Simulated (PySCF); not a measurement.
Vertical excitations of a molecule CH6OSeSi from TDDFT-LC-ωPBE/def2-SVPD run with PySCF, as energy in eV (oscillator strength): 5.61 (0.002), 6.39 (0.048), 7.21 (0.012), 7.46 (0.003), 7.72 (0.049), 7.84 (0.018), 8.08 (0.204), 8.13 (0.092), 8.22 (0.136), 8.37 (0.008). Lowest triplet (TDA): 5.11 eV. The structure is a stationary point at B3LYP-D3(BJ)/def2-SVP. Other conformers were not sampled.

### Question
Identify the compound among the candidates.
A) CO[Se][SiH3]
B) CO[SiH2][SeH]
C) C[Se]O[SiH3]

### Answer
B, CO[SiH2][SeH]
